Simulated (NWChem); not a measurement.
System: PbNH₃, singlet; SMILES [NH2][PbH]

Program: NWChem. Low-valent species are run as closed-shell singlets; no triplet was tried in these runs. Geometry: optimised at PBE0/def2-SVP. def2 effective core potentials on Pb; no spin-orbit coupling. Level: PBE0/def2-SVPD; rows give the wavelength of the field.

For field 1065 nm:

| Item | Result |
|---|---|
| isotropic polarisability (bohr³) | 59.4 |

**Question.** What are these values for field static?

**Answer.** The isotropic polarisability (bohr³) is 58.2.
